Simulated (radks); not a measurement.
Question: The mean radii <r> (bohr) of the occupied orbitals of an atom or ion are listed with their occupations. Method: scalar-relativistic Kohn-Sham, PBE, spin-unpolarised, spherical densities, point nucleus; computed with a radial shooting solver on a logarithmic mesh with Libxc functionals.

orbital  occ.      <r>
1s          2  0.01713
2s          2  0.07144
2p          6  0.06420
3s          2   0.1720
3p          1   0.1695

Name the element and its charge.

Answer: Z = 78, platinum, charge +65: Pt65+ in [Ne] 3s2 3p1. The 1s radius gives Z: for a bare nucleus <r> = (2 gamma + 1)/(2Z) with gamma = sqrt(1 - (Z/c)^2), 0.01695 bohr for Z = 78, and screening makes it slightly larger (0.01713 here). The occupations add up to 13, and the charge is Z minus that.
